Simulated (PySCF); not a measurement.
**Correlation energy of Cl⁺ (chlorine, charge +1)**

[Ne] 3s2 3p4, high-spin 3P determinant. All numbers are calculated (PySCF 2.14, the non-relativistic Hamiltonian (point nucleus), in dyall-av3z (19s12p3d2f, 84 functions)). Frozen: [Ne]; 6 electrons correlated; the 26 highest virtual orbitals of each spin left out.

MP2 pair energies summed by pair of shells (mhartree):

```json
{"pair": "3p-3p", "energy": "-58.72", "share (%)": "46.1"}
{"pair": "3s-3p", "energy": "-58.55", "share (%)": "46.0"}
{"pair": "3s-3s", "energy": "-10.02", "share (%)": "7.9"}
```

Total MP2 correlation energy: -127.29 mhartree.

Same-spin part -29.04 and opposite-spin part -98.25 mhartree; SCS-MP2 scales them by 1/3 and 6/5 to -127.58 mhartree.
